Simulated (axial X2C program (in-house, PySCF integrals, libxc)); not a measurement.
**Potential curves of TaS⁻, with spin–orbit coupling**

Calculated with an in-house relativistic program for diatomic molecules. Two-component (2c) means X2C with spin–orbit coupling and atomic mean-field two-electron Coulomb and Gaunt terms. Basis: Ta dyall-acv3z [14s15p10d7f4g], S dyall-av3z [9s8p3d2f] (cores contracted in-house); Gaussian nuclei, density fitting, unrestricted open shells. Masses: Ta 180.948 u, S 31.972 u.

State: Ω = 1 (⟨Sz⟩ = 0.99, ⟨Lz⟩ = 0.01 at TPSSh). Energies in cm⁻¹ from the lowest point of each curve. Fits are polynomials in 1 − R0/R over 0.85 to 1.23 times the lowest point R0.

| R (Å) | TPSSh |
| --- | --- |
| 1.9410 | 7772 |
| 2.0302 | 2689 |
| 2.0971 | 748 |
| 2.1641 | 0 |
| 2.2310 | 160 |
| 2.3091 | 1194 |
| 2.3872 | 2869 |
| 2.4876 | 5629 |
| 2.6103 | 9492 |
| 2.7887 | 15331 |

The state is one determinant whose occupation by symmetry is held fixed; it was picked as the lowest of a PBE0 search that is not exhaustive. Density functionals use the spin component along the axis (collinear). Other states lie close and PBE0, whose exact exchange favours high spin, may order them wrongly; the determinant shown need not be the ground state. The nearest other 2c determinant of the search, Ω = 2, lies 0.15 eV up at the distance of the search. With several unpaired electrons one determinant need not be a pure state. Open-shell Ω = 0 determinants with evenly filled partner blocks cannot be reached by this program, so the Ω shown need not be the lowest component. The highest occupied level of some functionals is positive through self-interaction error; at Hartree–Fock it is bound. The determinant is spin-polarised beyond a pure state at some levels (its spin-free form has ⟨S²⟩ too high), which makes Re and μ there less reliable.

(1) What are Re and ωe at the TPSSh level?

Answers

(1) At TPSSh, 2c: Re = 2.183 Å, ωe ≈ 480 cm⁻¹; Be follows as 0.13 cm⁻¹.
